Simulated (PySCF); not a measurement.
C2H6O3Si. Atoms are numbered in the order given.

```xyz
12

Si    -1.3516    -0.0338     0.0341
O     -2.2515     1.3467     0.1857
O      0.2901     0.4755     0.0015
C      1.2498    -0.4681    -0.0461
C      2.6385     0.1113    -0.0710
O      0.9813    -1.6472    -0.0628
H     -1.6167    -0.8334     1.2450
H     -1.6293    -0.7372    -1.2427
H     -2.2445     1.9756    -0.5452
H      3.3803    -0.6946    -0.1126
H      2.7472     0.7754    -0.9422
H      2.7962     0.7287     0.8268
```
Charge 0, spin multiplicity 1.

Geometry: B3LYP-D3(BJ)/def2-SVP. One conformer was computed; it need not be the lowest.

Computed with PySCF with ωB97X/def2-TZVP.

ESP charges are fitted to the potential on shells at 1.4 to 2.0 van der Waals radii. Atomic charges (e):

```tsv
atom	Mulliken	ESP fit	IAO
Si1	…	0.69	1.24
O2	-0.55	-0.67	-0.80
O3	…	-0.49	-0.62
C4	…	0.88	0.56
C5	-0.35	-0.73	-0.46
O6	-0.38	-0.57	-0.47
H7	…	-0.05	-0.15
H8	…	-0.11	-0.17
H9	0.33	0.44	0.37
H10	0.14	0.20	0.17
H11	0.14	0.20	0.17
H12	0.14	0.21	0.17
```

Task: Fill in the missing entries. (An estimate is asked for; the answer gives what the named calculation found.)

Result: 
- Si1, Mulliken: 0.56
- O3, Mulliken: -0.37
- C4, Mulliken: 0.39
- H7, Mulliken: -0.02
- H8, Mulliken: -0.04

Task: Give the Mayer and Wiberg (Löwdin basis) orders of the bonds. (The exact figures need the calculation; the answer reports its results.)

Result: 
| bond | Mayer | Wiberg |
|---|---|---|
| Si1–O2 | 1.20 | 1.70 |
| Si1–O3 | 0.93 | 1.29 |
| O3–C4 | 1.14 | 1.69 |
| C4–C5 | 0.96 | 1.25 |
| C4–O6 | 1.98 | 2.65 |
| Si1–H7 | 0.96 | 0.94 |
| Si1–H8 | 0.95 | 0.94 |
| O2–H9 | 0.87 | 1.02 |
| C5–H10 | 0.98 | 0.90 |
| C5–H11 | 0.96 | 0.89 |
| C5–H12 | 0.95 | 0.89 |
